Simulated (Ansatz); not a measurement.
Molecular dynamics of H$_{4}$O

Input:

```yaml
accuracy: low
crystal:
  lattice:
    - [5.828477, 0.0, 0.0]
    - [0.0, 5.828477, 0.0]
    - [0.0, 0.0, 5.828477]
  atoms:
    - { symbol: H, position: [0.41460545, 0.54607226, 0.73714204] }
    - { symbol: H, position: [0.28572132, 0.54088722, 0.73629833] }
    - { symbol: H, position: [0.48769254, 0.63876094, 0.25004062] }
    - { symbol: H, position: [0.61709074, 0.64463093, 0.25404341] }
    - { symbol: H, position: [0.17159148, 1.08992775, 0.92704099] }
    - { symbol: H, position: [0.18246426, 1.09022467, 0.79826076] }
    - { symbol: O, position: [0.20813483, 0.10374983, 0.36968375] }
    - { symbol: H, position: [0.18006148, 0.26380808, 0.3351406] }
    - { symbol: H, position: [0.36946587, 0.0834264, 0.34040237] }
    - { symbol: O, position: [0.04436429, 0.62395856, 0.24797131] }
    - { symbol: H, position: [0.00028118, 0.6102348, 0.08812052] }
    - { symbol: H, position: [0.08811537, 0.78313816, 0.26678365] }
    - { symbol: O, position: [0.85029684, 0.53405699, 0.75834559] }
    - { symbol: H, position: [0.8953458, 0.58292715, 0.60579529] }
    - { symbol: H, position: [0.84741236, 0.36917337, 0.74531408] }
basis:
  ecutwfc: 500.0
kpoints:
  mp_grid: { grid: [1, 1, 1] }
hamiltonian:
  xc: r2scan
scf:
  occupations: { method: fermi_dirac, width: 0.02 }
  lower_state_search: "off"
md:
  timestep: 0.5
  n_steps: 130
  ensemble: nvt_langevin
  temperature: 500.0
  initial_velocities: maxwell_boltzmann
  seed: 24441
  friction: 0.02
```

Launched with:

```bash
$ ansatz run input.yaml --threads 1 --pin off --max-ram 3072MiB --backend cpu --events-out ev --progress --plain --runs-dir out
```

It starts from a partly relaxed structure (largest force component 0.16 eV/Å).

Output, in part (step lines):

```
md step     0: t =     0.00 fs  T =   466.7 K  F+E_penalty+E_count = -1898.12937244 eV  E_kin = 0.904820 eV  (9 SCF iters)
md step     1: t =     0.50 fs  T =   457.4 K  F+E_penalty+E_count = -1898.11084892 eV  E_kin = 0.886916 eV  (8 SCF iters)
md step     2: t =     1.00 fs  T =   453.9 K  F+E_penalty+E_count = -1898.06127052 eV  E_kin = 0.880100 eV  (8 SCF iters)
md step     3: t =     1.50 fs  T =   423.8 K  F+E_penalty+E_count = -1897.98930365 eV  E_kin = 0.821650 eV  (8 SCF iters)
md step     4: t =     2.00 fs  T =   411.4 K  F+E_penalty+E_count = -1897.92213300 eV  E_kin = 0.797614 eV  (8 SCF iters)
md step     5: t =     2.50 fs  T =   383.1 K  F+E_penalty+E_count = -1897.88438299 eV  E_kin = 0.742748 eV  (6 SCF iters)
md step     6: t =     3.00 fs  T =   392.8 K  F+E_penalty+E_count = -1897.87790131 eV  E_kin = 0.761668 eV  (6 SCF iters)
md step     7: t =     3.50 fs  T =   410.2 K  F+E_penalty+E_count = -1897.88700285 eV  E_kin = 0.795261 eV  (5 SCF iters)
[... lines left out ...]
md step   130: t =    65.00 fs  T =   381.8 K  F+E_penalty+E_count = -1897.43471607 eV  E_kin = 0.740271 eV  (8 SCF iters)
```

The steps, from the saved trajectory:

```json
{"time (fs)": "0.0", "T (K)": "467", "potential energy less start (eV)": "0.000"}
{"time (fs)": "2.0", "T (K)": "411", "potential energy less start (eV)": "0.207"}
{"time (fs)": "4.0", "T (K)": "432", "potential energy less start (eV)": "0.236"}
{"time (fs)": "6.0", "T (K)": "346", "potential energy less start (eV)": "0.427"}
{"time (fs)": "8.0", "T (K)": "412", "potential energy less start (eV)": "0.326"}
{"time (fs)": "10.0", "T (K)": "384", "potential energy less start (eV)": "0.453"}
{"time (fs)": "12.0", "T (K)": "386", "potential energy less start (eV)": "0.509"}
{"time (fs)": "14.0", "T (K)": "377", "potential energy less start (eV)": "0.626"}
{"time (fs)": "16.0", "T (K)": "193", "potential energy less start (eV)": "0.902"}
{"time (fs)": "18.0", "T (K)": "317", "potential energy less start (eV)": "0.704"}
{"time (fs)": "20.0", "T (K)": "261", "potential energy less start (eV)": "0.758"}
{"time (fs)": "22.0", "T (K)": "449", "potential energy less start (eV)": "0.535"}
{"time (fs)": "24.0", "T (K)": "275", "potential energy less start (eV)": "0.842"}
{"time (fs)": "26.0", "T (K)": "323", "potential energy less start (eV)": "0.818"}
{"time (fs)": "28.0", "T (K)": "389", "potential energy less start (eV)": "0.732"}
{"time (fs)": "30.0", "T (K)": "478", "potential energy less start (eV)": "0.488"}
{"time (fs)": "32.0", "T (K)": "438", "potential energy less start (eV)": "0.528"}
{"time (fs)": "34.0", "T (K)": "345", "potential energy less start (eV)": "0.788"}
{"time (fs)": "36.0", "T (K)": "466", "potential energy less start (eV)": "0.616"}
{"time (fs)": "38.0", "T (K)": "442", "potential energy less start (eV)": "0.669"}
{"time (fs)": "40.0", "T (K)": "557", "potential energy less start (eV)": "0.402"}
{"time (fs)": "42.0", "T (K)": "420", "potential energy less start (eV)": "0.630"}
{"time (fs)": "44.0", "T (K)": "354", "potential energy less start (eV)": "0.661"}
{"time (fs)": "46.0", "T (K)": "373", "potential energy less start (eV)": "0.713"}
{"time (fs)": "48.0", "T (K)": "462", "potential energy less start (eV)": "0.533"}
{"time (fs)": "50.0", "T (K)": "439", "potential energy less start (eV)": "0.473"}
{"time (fs)": "52.0", "T (K)": "461", "potential energy less start (eV)": "0.540"}
{"time (fs)": "54.0", "T (K)": "443", "potential energy less start (eV)": "0.708"}
{"time (fs)": "56.0", "T (K)": "462", "potential energy less start (eV)": "0.672"}
{"time (fs)": "58.0", "T (K)": "586", "potential energy less start (eV)": "0.537"}
{"time (fs)": "60.0", "T (K)": "530", "potential energy less start (eV)": "0.676"}
{"time (fs)": "62.0", "T (K)": "446", "potential energy less start (eV)": "0.621"}
{"time (fs)": "64.0", "T (K)": "320", "potential energy less start (eV)": "0.717"}
```

The run went to its last step. The mean temperature of the second half is 11 % below the set value. A run of 0.065 ps of so small a system gives no equilibrium averages. Limits of this set-up: coarse k mesh, low accuracy level.

Mean squared displacements from the first frame to the last, about the centre of mass: H 0.49 Å², O 0.08 Å².

Last frame:

```xyz
15
Lattice="5.8285 0.0000 0.0000 0.0000 5.8285 0.0000 0.0000 0.0000 5.8285" Properties=species:S:1:pos:R:3
H 1.803 3.068 3.726
H 2.257 3.318 4.239
H 3.214 3.529 1.453
H 3.879 3.648 1.636
H 0.275 6.502 5.422
H 0.407 5.863 5.020
O 1.302 0.756 2.385
H 0.817 1.496 2.675
H 2.020 1.071 1.851
O 0.315 3.892 1.491
H 0.372 3.935 0.496
H 0.495 4.697 1.951
O 5.286 2.894 4.309
H 5.547 3.552 3.657
H 4.369 3.215 4.434
```

Run time: 7.4 min on 1 thread of Intel(R) Xeon(R) 6975P-C (Granite Rapids), with other jobs on the host, peak memory 0.7 GiB.
